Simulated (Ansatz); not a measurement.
Geometry optimisation, Ansatz 0.2.0, RKS B3LYP/def2-SVP.

The input (input.yaml):

```yaml
crystal:
  periodic: [false, false, false]
  atoms:
    - { symbol: Ge, position_ang: [-0.608, 0.0512, -0.4377] }
    - { symbol: Br, position_ang: [0.3672, 0.5113, 2.1501] }
    - { symbol: H, position_ang: [-0.7556, -1.3514, -0.9553] }
    - { symbol: H, position_ang: [-1.9798, 0.5037, 0.0923] }
    - { symbol: H, position_ang: [-0.0263, 1.132, -1.301] }
    - { symbol: H, position_ang: [1.5965, -0.268, 0.7951] }
    - { symbol: F, position_ang: [1.406, -0.5788, -0.3435] }
basis:
  gaussian: { orbitals: def2-SVP }
hamiltonian:
  xc: b3lyp
relax:
  f_tol: 0.15
  max_steps: 25
  restrain:
    - { distance: [0, 6], at: 3.07, k: 30.0 }
    - { distance: [5, 1], at: 2.81, k: 30.0 }
    - { distance: [0, 1], at: 2.4, k: 30.0 }
    - { distance: [5, 6], at: 0.88, k: 30.0 }
```

Command:

```bash
$ ansatz run input.yaml --threads 2 --pin off --max-ram 3072MiB --backend cpu --events-out ev --progress --plain --runs-dir out
```

Where does it end, and by what steps?

The run converged. The restraints hold the end off the free minimum. After 5 steps the energy has fallen by 1.436 eV (the restraints' own energy left out); F7 moved furthest, 0.64 Å. Parted: Ge1–F7. Joined: H6–F7.

```csv
step,energy less start (eV),largest force component (eV/Å),accepted
0,0.0000,3.208,yes
1,-0.5503,2.684,yes
2,-0.5739,4.357,yes
3,-0.9845,2.878,yes
4,-1.3859,1.130,yes
5,-1.4358,1.048,yes
```

```xyz
7
Properties=species:S:1:pos:R:3
Ge -0.888 0.226 -0.217
Br -0.034 0.511 1.996
H -0.713 -1.255 -0.581
H -2.369 0.627 -0.130
H -0.093 1.171 -1.125
H 2.071 -0.554 0.476
F 2.026 -0.726 -0.419
```

Whether the end is a true minimum wasn't checked by a vibrational analysis.

Run time: 16 s on 2 threads of Arm Neoverse V1, with other jobs on the host, peak memory 0.23 GiB.
